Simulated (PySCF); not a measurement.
Structure problem from calculated spectra and properties.

Formula: C8H8O2.

- Polarisability: 100.7 au [PBE0/def2-SVPD]
- 1H NMR: chemical shifts (computed TMS as zero) by class: 8.34 (2 H), 7.62 (1 H), 7.55 (2 H), 3.86 (3 H) ppm [GIAO PBE0/pcSseg-1]
- Rotational structure: rotational constants A, B, C: 3.536, 0.846, 0.686 GHz [PBE0-D3(BJ)/def2-SVP]
- 13C NMR: chemical shifts (computed TMS as zero) by class: 170.0 (1 C), 138.7 (1 C), 136.4 (2 C), 133.8 (1 C), 133.4 (2 C), 52.2 (1 C) ppm [GIAO PBE0/pcSseg-1]
- UV, strongest line: among the 10 lowest singlet transitions: S7 at 6.79 eV (183 nm, f = 0.571) [TDDFT PBE0/def2-SVPD]
- Triplet: lowest triplet excitation (Tamm–Dancoff): 3.79 eV [TDA PBE0/def2-SVPD]

Gas-phase values; electronic properties from PySCF, density fitting. Levels stand in brackets. The structure is a single PBE0-D3(BJ)/def2-SVP conformer in the gas phase; no vibrational or solvent corrections. Each NMR value is the plain mean over a class of atoms that symmetry, rotation or inversion makes alike.

Problem. What is the compound? Reason from the data.

Solution. Numbering: `[CH3:1][O:2][C:3](=[O:4])[c:5]1[cH:6][cH:7][cH:8][cH:9][cH:10]1`. Its formula, C8H8O2, gives 5 degrees of unsaturation: 1 ring and 4 π bonds in the structure found (Kekulé form). 8 carbons fall into 6 classes; from least to most shielded: ester carbonyl carbon [C3] (170.0 ppm), aromatic CH carbon [C8] (138.7 ppm), aromatic CH carbon [C6/C10] (136.4 ppm, 2 C), substituted aromatic carbon [C5] (133.8 ppm), aromatic CH carbon [C7/C9] (133.4 ppm, 2 C), methoxy carbon [C1] (52.2 ppm). Hydrogen classes from least to most shielded: 2 H on the ortho carbons, C6/C10 (8.34 ppm), 1 H on the para carbon, C8 (7.62 ppm), 2 H on the meta carbons, C7/C9 (7.55 ppm), 3 H on a methoxy carbon, C1 (3.86 ppm). By its constants the optimised geometry is an asymmetric top. Structure: methyl benzoate, `c1ccccc1C(OC)=O`. Computed isomers that give other values at the same levels: `c1ccc2c(c1)OCCO2` (static isotropic polarisability: 97.8 au); `C#C/C=C/C(=O)C(=C)OC` (13C chemical shifts (computed TMS as zero) by class: 185.4 (1 C), 163.7 (1 C), 140.3 (1 C), 134.6 (1 C), 101.8 (1 C), 95.9 (1 C), 85.8 (1 C), 54.6 (1 C) ppm); `O=C(O)C1=CC=CCC=C1` (rotational constant A: 2.807 GHz; this holds for the one conformer computed). The assignments are read from this structure; whether some other isomer fits the data as well wasn't checked.

The values belong to the conformer `[CH3:1][O:2][C:3](=[O:4])[c:5]1[cH:6][cH:7][cH:8][cH:9][cH:10]1`: C1–O2–C3–O4 0°, O2–C3–C5–C6 180°.
